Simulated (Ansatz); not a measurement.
This geometry of BClH₄N₂ (8 atoms, charge 0, multiplicity 1) is a first-order saddle point.

Theory: RKS PBE-D4/def2-SVP in Ansatz.

```xyz
8
Properties=species:S:1:pos:R:3
N 0.069 1.298 -0.019
B -0.064 -0.137 -0.276
N 0.155 -1.072 0.742
Cl -0.518 -0.807 -1.906
H -0.805 1.790 -0.245
H 0.770 1.716 -0.646
H 0.073 -2.080 0.615
H 0.412 -0.764 1.680
```

Task: Which two structures does it join? (They come from a converged band through this point; their orientation in space is the band's.)

Result: No bond is made or broken. The dihedral H6–N1–B2–Cl4 goes from 180 to 0°. The two ends are copies of one structure, up to a mirror image or an exchange of like atoms.

Image 0:

```xyz
8
Properties=species:S:1:pos:R:3
N -0.210 1.244 -0.185
B -0.247 -0.170 -0.247
N 0.587 -1.035 0.502
Cl -1.449 -0.927 -1.363
H -0.835 1.819 -0.745
H 0.427 1.771 0.409
H 0.521 -2.046 0.417
H 1.298 -0.713 1.157
```

Image 6:

```xyz
8
Properties=species:S:1:pos:R:3
N -0.208 1.244 -0.185
B -0.247 -0.170 -0.249
N 0.583 -1.035 0.505
Cl -1.442 -0.926 -1.374
H 0.423 1.769 0.416
H -0.826 1.821 -0.751
H 0.517 -2.047 0.421
H 1.292 -0.714 1.161
```

Task: How far does it lie above each of them?

Result: 0.43 eV above the first and 0.43 eV above the second. This is the barrier of this one path; another mechanism may lie lower.

Time of the run: 71 s on 1 thread of Intel(R) Xeon(R) Processor @ 2.70GHz, on a shared host, peak memory 0.12 GiB.
